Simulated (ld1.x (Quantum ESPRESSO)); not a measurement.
Transferability test, TM potential for aluminium (Al)

ld1.x (Quantum ESPRESSO) 7.5 input, shortened:

```
&input
   title='Al', zed=13., rel=0, dft='PZ', iswitch=3,
   config='[Ne] 3s2 3p1'
 /
 &inputp
   pseudotype=2, tm=.true., lloc=0,
   nlcc=.false.
 /
2
3P  2  1   1.00   0.00  2.50  2.50  0.0
3S  1  0   2.00   0.00  1.70  1.70  0.0
 &test
   configts(1)='3s2 3p1'
 /
```

Energies are relative to the spin-unpolarised reference configuration 3s2 3p1; without spin polarisation the order of configurations can differ from experiment. Spin-polarised rows fill each open shell by Hund’s rule, majority spin first.

Q: Give the all-electron excitation energy and the error of the potential for: 3s2 3p0; 3s1 3p0; 3s2 3p0.5; 3s1 3p2; 3s2 3p1.3; 3s0 3p3; 3s1 3p1; 3s2 3p1 (spin-polarised); 3s1 3p0 (spin-polarised).

A:

| valence configuration | charge | ΔE all-electron (eV) | error AE − PS (meV) |
| --- | --- | --- | --- |
| 3s2 3p0 | +1 | 5.857 | +3.8 |
| 3s1 3p0 | +2 | 25.199 | +89 |
| 3s2 3p0.5 | +0.5 | 2.129 | +0.6 |
| 3s1 3p2 | 0 | 5.122 | +7.3 |
| 3s2 3p1.3 | -0.3 | -0.600 | +0.1 |
| 3s0 3p3 | 0 | 10.435 | +33 |
| 3s1 3p1 | +1 | 11.637 | +22 |
| 3s2 3p1 (spin-polarised) | 0 | -0.136 | +6.7 |
| 3s1 3p0 (spin-polarised) | +2 | 24.772 | +222 |

Levels in the configuration 3s2 3p0:

```json
{"level": "3s", "all-electron (eV)": "-14.897", "pseudo (eV)": "-14.877"}
```
